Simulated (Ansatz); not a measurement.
Molecule: RbI, charge 1, multiplicity 2. SMILES of the parent species: [Rb][I]

Atoms: Rb1, I2. Bonds: Rb1-I2.

Bond lengths (Å) and angles (degrees) optimised at HF/3-21G with Ansatz (an electronic-structure program); HF/LANL2DZ with Ansatz; PBE/LANL2DZ with Ansatz, each started from the B3LYP-D3(BJ)/def2-TZVP structure (Ansatz) of the last column. A row stands for all coordinates that are equal there.

```csv
coordinate,HF/3-21G,HF/LANL2DZ,PBE/LANL2DZ,B3LYP-D3(BJ)/def2-TZVP
Rb1-I2,4.170,4.286,4.095,3.850
```

Mean signed difference of all 1 bond lengths from B3LYP-D3(BJ)/def2-TZVP: HF/3-21G 0.319 Å, HF/LANL2DZ 0.436 Å, PBE/LANL2DZ 0.245 Å.
